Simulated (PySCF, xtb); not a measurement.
Be(F)(NH2) (BeFH2N), SMILES [NH2][Be][F].

GFN2-xTB (xtb) at its own geometry gives an orbital gap of 6.39 eV and a dipole moment of 2.68 D.

Geometry optimised at TPSSh-D3(BJ)/def2-TZVP. One conformer was computed; it need not be the lowest.

Task: What does CAM-B3LYP/def2-TZVPD in PySCF give? (An estimate is asked for; the answer gives what the named calculation found.)

Result: gap 9.10 eV (levels -9.02 and 0.08 eV), dipole 2.11 D.
